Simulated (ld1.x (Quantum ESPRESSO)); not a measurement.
PBE TM dataset for gold (Au), fully relativistic all-electron reference.

Au (Z = 79), norm-conserving Troullier–Martins (Kleinman–Bylander form), made with ld1.x (Quantum ESPRESSO) 7.5 (PBE, fully relativistic). Core [Xe] 4f14, reference 5d10 6s1 6p0. Waves: 6p (bound, empty): rc 3.00 bohr; 5d (bound): rc 2.30 bohr; 5f channel at 0.4 Ry: rc 3.30 bohr; 6s (bound): rc 1.80 bohr. Local part: the s channel. Core correction: Bessel-smoothed model core inside 1.50 bohr.

Open shells are filled in proportion to 2j + 1 (rel_dist='average').

All-electron outer shells of the reference configuration (PBE, scalar-relativistic, ld1.x):

```tsv
shell	level (eV)	outermost node (bohr)	outermost maximum (bohr)
4f	-81.12	–	0.37
5p	-59.78	0.52	0.96
5d	-6.88	0.56	1.21
6s	-5.76	1.11	2.32
6p	-0.77	1.32	3.64
```

Question: Does the generator finish with these settings?

Answer: Yes, a potential is produced and its reference levels are reproduced.

Question: Estimate the cutoffs (Ry, on a coarse ladder) from which the occupation-weighted sum of valence levels, in a spherical-Bessel basis at the reference potential, stays within 10 and 1 mRy of its value at 400 Ry.

Answer: 40 Ry and 70 Ry.

Question: What does a ghost test show?

Answer: No extra level below or beside the all-electron valence levels (p1/2, p3/2, d3/2, d5/2, f5/2, f7/2, s tested).

Question: Tests: 5d10 6s0 6p0; 5d9 6s0 6p0; 5d8 6s0 6p0; 5d9 6s1 6p1; 5d10 6s0 6p1; 5d7 6s0 6p0; 5d10 6s0.5 6p0. Which has the largest error in its energy relative to the reference configuration, and how large is it?

Answer: 5d7 6s0 6p0, with -886 meV (all-electron minus pseudo) on +112.23 eV.
